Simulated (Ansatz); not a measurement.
C₃H₄OSi (`O=C=C=C[SiH3]`), relaxed with RKS PBE0-D4/def2-TZVP in Ansatz from a PBE-D4/def2-SVP geometry. The force threshold is 0.005 eV/Å; the program also tests the step.

Charge 0, multiplicity 1.

Start:

```xyz
9

O     0.327    3.299    0.928
C     0.336    2.114    0.917
C     0.428    0.824    1.112
C     0.294   -0.457    0.736
Si   -0.367   -1.011   -0.957
H     0.589   -1.254    1.453
H    -1.552   -1.921   -0.763
H    -0.756    0.201   -1.752
H     0.702   -1.795   -1.675
```

By how much does the energy fall, and how many steps does the optimiser take? (Best estimate.)

Ansatz gave: 6.41 kJ/mol, in 8 steps.

Which bonds change most? (Best estimate.)

Computed: O1–C2 from 1.185 to 1.165 Å; Si5–H9 from 1.508 to 1.487 Å; Si5–H7 from 1.507 to 1.487 Å; C4–Si5 from 1.899 to 1.879 Å.

Give the relaxed structure. (An estimate is asked.)

The calculation gave: 
```xyz
9

O     0.286    3.231    0.877
C     0.316    2.067    0.894
C     0.431    0.799    1.115
C     0.305   -0.462    0.736
Si   -0.359   -0.985   -0.942
H     0.604   -1.245    1.438
H    -1.550   -1.854   -0.747
H    -0.715    0.226   -1.718
H     0.682   -1.777   -1.652
```
